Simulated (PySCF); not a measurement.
A PySCF script (with the pyscf-properties extension) for the NMR shieldings of `Bn1ccc(C#C)c1`, C6H6BN, on a GFN2-xTB geometry:

```python
import basis_set_exchange as bse
import numpy as np
from pyscf import gto, dft
from pyscf.prop import nmr

atoms = """
B    -2.640671    0.039453   -0.233062
N    -1.244223   -0.143702   -0.216948
C    -0.539564   -1.164994   -0.831736
C     0.785347   -1.016016   -0.603917
C     0.939387    0.163624    0.200766
C     2.158516    0.685270    0.667476
C     3.216092    1.104877    1.051314
C    -0.315102    0.660158    0.410635
H    -3.301893   -0.729109   -0.814475
H    -3.096101    0.954351    0.333677
H    -1.059309   -1.920850   -1.387340
H     1.582559   -1.644742   -0.948553
H     4.133840    1.482204    1.390309
H    -0.619557    1.529002    0.959689
"""
names = dict.fromkeys(["B", "N", "C", "H"], "pcSseg-1")
basis = {el: gto.basis.parse(bse.get_basis(n, elements=[el], fmt="nwchem")) for el, n in names.items()}
mol = gto.M(atom=atoms, basis=basis, charge=0, verbose=0)
mf = dft.RKS(mol, xc="PBE0")
mf.grids.level = 2
mf.grids.alignment = dft.numint.BLKSIZE   # the property module wants whole blocks of grid points
mf.conv_tol = 1e-9
mf.kernel()

calc = nmr.RKS(mf)   # GIAO
C = mf.mo_coeff
Co = C[:, mf.mo_occ > 0]
resp = mf.gen_response(singlet=True, hermi=2)
def vind(x):   # induced exchange potential for any number of trial vectors
    d = np.einsum("pi,xij,qj->xpq", C, 2 * x.reshape(-1, C.shape[1], Co.shape[1]), Co, optimize=True)
    return np.einsum("xpq,pi,qj->xij", resp(d - d.transpose(0, 2, 1)), C, Co, optimize=True).ravel()
mo1, _ = nmr.rhf.solve_mo1(calc, with_cphf=vind)
sigma = calc.kernel(mo1)
for i, s in enumerate(sigma):   # ppm
    w = np.linalg.eigvalsh((s + s.T) / 2)
    print("%2d %-2s iso %8.1f  s11 %8.1f  s22 %8.1f  s33 %8.1f" % (i, mol.atom_pure_symbol(i), w.mean(), *w))
```

Task: What does it print?

Result: 
```
 0 B  iso     53.9  s11      4.5  s22     41.4  s33    115.7
 1 N  iso     34.5  s11    -91.3  s22     -5.0  s33    199.8
 2 C  iso     52.0  s11    -32.7  s22     65.8  s33    122.8
 3 C  iso     59.0  s11    -27.6  s22     56.5  s33    148.2
 4 C  iso     68.2  s11    -10.0  s22     64.2  s33    150.3
 5 C  iso    104.8  s11      6.0  s22      8.0  s33    300.5
 6 C  iso     97.1  s11     32.3  s22     50.8  s33    208.1
 7 C  iso     45.6  s11    -44.5  s22     61.1  s33    120.2
 8 H  iso     26.1  s11     24.5  s22     25.5  s33     28.1
 9 H  iso     26.1  s11     24.3  s22     25.5  s33     28.4
10 H  iso     24.7  s11     21.8  s22     25.3  s33     27.0
11 H  iso     24.9  s11     22.7  s22     24.9  s33     27.0
12 H  iso     28.9  s11     24.6  s22     25.3  s33     36.7
13 H  iso     24.4  s11     21.5  s22     24.0  s33     27.6
```

These numbers come from an equivalent density-fitted implementation of the same equations, which agrees with the script to about 0.01 ppm for H and up to a few tenths of a ppm for heavy atoms, so last digits may differ.

Size and cost of the density-fitted run: 166 basis functions, 22 s wall time on 1 thread of an Arm Neoverse V2, shared host; peak memory 0.69 GiB.
